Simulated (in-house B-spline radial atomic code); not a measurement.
Radial electron density of Os10+, [Kr] (4d3/2)3 (4d5/2)6 4f14 5s2 5p5. Method: Dirac-Hartree-Fock, average of the jj configuration, Fermi nucleus of rms radius 5.4126 fm. Calculated with an all-electron radial atomic-structure program (B-spline basis).

Columns: r (bohr), 4πr²n(r) (electrons per bohr), bar.

```
0.000485    2.849 #
0.000594     3.94 #
0.000728    5.429 ##
0.000893    7.451 ##
 0.00109    10.09 ###
 0.00134    13.71 ####
 0.00164    18.34 ######
 0.00202     24.5 ########
 0.00247    31.98 ##########
 0.00303    41.28 #############
 0.00371    52.15 ################
 0.00455    64.48 ####################
 0.00558    77.52 ########################
 0.00684    90.04 ############################
 0.00839    100.5 ################################
  0.0103    107.2 ##################################
  0.0126    108.7 ##################################
  0.0154    105.4 #################################
  0.0189    99.64 ###############################
  0.0232    96.08 ##############################
  0.0285    99.91 ################################
  0.0349    112.7 ####################################
  0.0428    129.5 #########################################
  0.0524    139.5 ############################################
  0.0643    134.3 ##########################################
  0.0788    118.1 #####################################
  0.0965    107.9 ##################################
   0.118    115.3 ####################################
   0.145    128.5 #########################################
   0.178    120.9 ######################################
   0.218    91.32 #############################
   0.267    69.51 ######################
   0.328    72.98 #######################
   0.402    80.27 #########################
   0.492    68.35 ######################
   0.603    44.58 ##############
    0.74    26.52 ########
   0.907    17.21 #####
    1.11    10.62 ###
    1.36     4.84 ##
    1.67    1.379 
    2.05   0.2211 
    2.51  0.01831 
    3.08  0.00064 
    3.77 8.576e-06
```

On this grid the curve has 4 maxima, near 0.0126, 0.0524, 0.145, 0.402 bohr.

The 4d3/2 radial function P(r) = rR(r), positive near the nucleus, with its small component Q(r) (sign convention: Q ≈ (P' + κP/r)/2c):

| r (bohr) | P | Q |
| --- | --- | --- |
| 0.00455 | 0.001748 | 0.004359 |
| 0.00684 | 0.004777 | 0.008906 |
| 0.0103 | 0.01317 | 0.01763 |
| 0.0154 | 0.03516 | 0.03279 |
| 0.0232 | 0.09164 | 0.05708 |
| 0.0349 | 0.22 | 0.08809 |
| 0.0524 | 0.4621 | 0.113 |
| 0.0788 | 0.79 | 0.1065 |
| 0.118 | 0.94 | 0.0503 |
| 0.178 | 0.4285 | -0.02967 |
| 0.267 | -0.7667 | -0.06304 |
| 0.402 | -1.601 | -0.03394 |
| 0.603 | -1.223 | -0.002806 |
| 0.907 | -0.4211 | 0.00281 |
| 1.36 | -0.05841 | 0.0006609 |
| 2.05 | -0.002305 | 3.162e-05 |
